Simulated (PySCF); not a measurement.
**Isomers**

Structures of CH$_{4}$GeO, closed shell, relaxed at PBE0-D4/def2-TZVP (vibrations not checked; lower isomers may exist, and structures with a doubtful reference or unclear bonds are left out). Computed with PySCF 2.14 with density fitting (its default auxiliary sets; JK sets also for MP2 and CCSD(T)) (basis: def2-TZVPP); correlated methods freeze the cores. Filled d shells of the heavier atoms are correlated. The def2 sets are not built for correlating such inner shells, so the correlated values are less sure here. B3LYP uses VWN-RPA correlation.

Task: Rank them by CCSD(T) energy, lowest first, and give each one's height above the lowest. Links in brackets join atoms within 1.22 times the sum of their covalent radii (1.1 for two metals). (An estimate is asked for; the value comes from the calculation.)
A.
CH₄GeO ([OH][CH][GeH2])
```
7
angstrom
C -0.2203 -0.6619 0.1923
O -0.3397 -1.5685 1.1819
Ge 0.8451 0.8087 0.2467
H -0.6336 -2.4131 0.8289
H -0.6280 -0.9587 -0.7742
H 0.4847 1.8264 -0.8359
H 1.2194 1.3880 1.6111
```
B.
CH₄GeO ([O][CH][GeH3])
```
7
angstrom
O -0.5744 -1.7118 1.0813
C -0.3165 -1.1470 0.0559
Ge 0.2114 0.7871 -0.0222
H -0.3649 -1.7004 -0.9119
H -0.7929 1.5302 -0.9189
H 0.2152 1.3631 1.3966
H 1.6056 0.8857 -0.6636
```
C.
CH₄GeO ([CH2]1[O][GeH2]1)
```
7
angstrom
C -0.5726 -0.4253 -0.6621
O -0.8062 -0.5953 0.7321
Ge 0.6527 0.4796 0.4709
H -1.3335 0.1474 -1.1928
H -0.2499 -1.3227 -1.1907
H 0.4029 1.9110 0.9366
H 1.9452 -0.1819 0.9403
```

Result: Computed: B (0.0 kJ/mol), C (32.3 kJ/mol), A (97.1 kJ/mol). Heights count from the lowest.

Task: Do PBE-D4, r2SCAN-D4, PBE0-D4, B3LYP-D4, wB97M-V, HF, MP2 give the same order? (A judgement: the text doesn't fix the answer.)

Result: The calculation gives: All do.

No T1 diagnostic of these runs exceeds 0.016. The restricted Hartree–Fock reference is unstable towards an unrestricted one at one or more of these structures. A large double-excitation amplitude points to some diradical character; no triplet was computed.

For scale, one of the runs: CCSD(T)/def2-TZVPP, 166 basis functions, launched by `OMP_NUM_THREADS=2 python run.py`. The run took 4.4 min on 2 CPU threads of a Oxide Virtual Turin-like (shared host), with 1.7 GiB of host memory at its peak.
